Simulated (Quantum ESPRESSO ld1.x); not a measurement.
Os42+, 34 electrons, occupied as [Ar] 3d10 4s2 4p4 (the NIST ground configuration).

All-electron calculation, scalar-relativistic Kohn-Sham, relativistic LDA (MacDonald-Vosko exchange, VWN5 correlation), spin-unpolarised, spherical densities, point nucleus. Program: ld1.x of Quantum ESPRESSO 7.5.

Energy parts (Ry):
total: -32122.809
kinetic: 35719.464
electron-nucleus: -74116.163
Hartree: 6708.419
exchange-correlation: -434.530

Orbitals (lengths in bohr, moments of r in powers of bohr):
orbital  occ.  eigenvalue (Ry)      <r^2>
1s          2         -5539.79  0.0004370
2s          2         -1086.54   0.006674
2p          6         -966.546   0.005545
3s          2         -359.280    0.04204
3p          6         -323.834    0.04247
3d         10         -285.327    0.03466
4s          2         -168.891     0.1668
4p          4         -155.580     0.1772

The highest occupied level is 4p at -2116.8 eV. The density falls to 0.001 e/bohr^3 at r = 0.99 bohr.
